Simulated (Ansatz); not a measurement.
One change: `[OH][SnH]([OH])[OH]` becomes `[OH][SnH2][OH]`.

Ansatz, PBE0-D4/def2-TZVP geometries, multiplicity 1. Each molecule was computed in one conformer, which needn't be the lowest.

Elements past krypton have def2 core potentials.

```
                                                                                  property  `[OH][SnH]([OH])[OH]`
ideal-gas entropy at 298 K and 1 bar (rigid rotor, harmonic PBE0-D4/def2-TZVP) / J/(mol·K)                    345
                                        size of the dipole moment (ωB97M-V/def2-TZVPP) / D                   0.60
                                                        LUMO energy (PBE0/def2-TZVPP) / eV                  -0.91
                                                       LUMO energy (B3LYP/def2-TZVPP) / eV                  -1.29
                                                     LUMO energy (ωB97M-V/def2-TZVPP) / eV                   0.92
                                                     HOMO–LUMO gap (B3LYP/def2-TZVPP) / eV                   7.19
```

**Question.** Give the same properties after the change, and the shifts. (Estimate.)

**Answer.** Computed: 
```tsv
property	`[OH][SnH2][OH]`	shift
ideal-gas entropy at 298 K and 1 bar (rigid rotor, harmonic PBE0-D4/def2-TZVP) / J/(mol·K)	311	-34
size of the dipole moment (ωB97M-V/def2-TZVPP) / D	0.56	-0.04
LUMO energy (PBE0/def2-TZVPP) / eV	-0.40	0.51
LUMO energy (B3LYP/def2-TZVPP) / eV	-0.75	0.54
LUMO energy (ωB97M-V/def2-TZVPP) / eV	1.19	0.27
HOMO–LUMO gap (B3LYP/def2-TZVPP) / eV	7.49	0.30
```

With PBE0 the HOMO rises by 0.23 eV and the LUMO rises by 0.51 eV, so the gap widens by about 0.28 eV. PBE moves the HOMO by 0.24 eV and ωB97M-V by 0.20 eV. The zero-point energy changes by -16.3 kJ/mol with -3 modes. Dipoles are sizes alone; their direction can turn.

B3LYP here is the variant with VWN-RPA as its local correlation; programs differ in this.
